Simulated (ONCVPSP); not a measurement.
PBE ONCV dataset for Si, scalar-relativistic all-electron reference.

* Element: Si
* Generator: ONCVPSP 4.0.1
* Type: optimised norm-conserving Vanderbilt (ONCV)
* Functional: PBE
* Relativity: scalar-relativistic
* Frozen core: [He]
* Valence charge: 12
* Reference configuration: 2s2 2p6 3s1.5 3p2.5
* Partial waves: 2s+3s: rc 1.10 bohr, ncon 4, nbas 7, qcut 11.9 1/bohr, 2 projectors; 2p+3p: rc 0.95 bohr, ncon 4, nbas 8, qcut 17.8 1/bohr, 3 projectors, debl 2.3 Ha
* Local potential: polynomial inside 0.70 bohr (lpopt 5, dvloc0 0 Ha)
* Core correction: Teter function, fcfact 4.25, rcfact 1.3

All-electron outer shells of the reference configuration (PBE, scalar-relativistic, ld1.x):

```tsv
shell	level (eV)	outermost node (bohr)	outermost maximum (bohr)
1s	-1786.81	–	0.07
2s	-140.34	0.15	0.45
2p	-96.40	–	0.39
3s	-11.20	0.72	1.77
3p	-4.38	0.72	2.14
```

Calculated quality:

```json
{
 "Cutoffs needed": "107 Ha and 122 Ha (the cutoffs (Ha) at which the residual kinetic energy of the hardest occupied pseudo-wave falls to 1 and 0.1 mHa per electron)",
 "Ghost test": "no bound ghost flagged; no localised positive-energy state flagged",
 "Largest excitation error": "+3.5 meV (all-electron minus pseudo) for 2s2 2p6 3s2 3p0, out of 4 test configurations",
 "rms error of d²Exc/dni dnj": "1.51 mHa without and 1.81 mHa with the model core"
}
```

Generation and tests took about 2.8 s on one core of a shared server CPU.
